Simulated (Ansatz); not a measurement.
Frontier orbitals of ClH$_{4}$NSn (`[NH2][SnH2][Cl]`).

Charge 0, multiplicity 1. Correlated methods include outer-core shells of Sn, which these sets cover unevenly. Sn: def2 effective core potential. All single points use the PBE0-D4/def2-TZVP geometry. It is one conformer, not always the lowest. Basis def2-TZVPP, Ansatz.

| functional | HOMO (eV) | LUMO (eV) | gap (eV) |
| --- | --- | --- | --- |
| PBE | -6.22 | -1.39 | 4.83 |
| PBE0 | -7.64 | -0.45 | 7.19 |
| r2SCANh | -7.06 | -0.74 | 6.32 |
| r2SCAN0 | -7.86 | -0.25 | 7.61 |
| BHLYP | -8.97 | 0.42 | 9.39 |
| CAM-B3LYP | -9.06 | 0.50 | 9.56 |
| LC-ωPBE | -10.48 | 1.71 | 12.19 |
| ωB97M-V | -9.99 | 1.23 | 11.22 |
| HF | -11.12 | 2.26 | 13.38 |

Against PBE, PBE0 changes HOMO and LUMO by −1.42 and +0.94 eV, ωB97M-V by −3.78 and +2.62 eV. A gap of 4.83 eV thus becomes 11.22 eV for the same molecule, so an orbital gap means little without its functional. A positive LUMO is unbound and depends on the basis.

LC-ωPBE has ω = 0.4 bohr⁻¹.
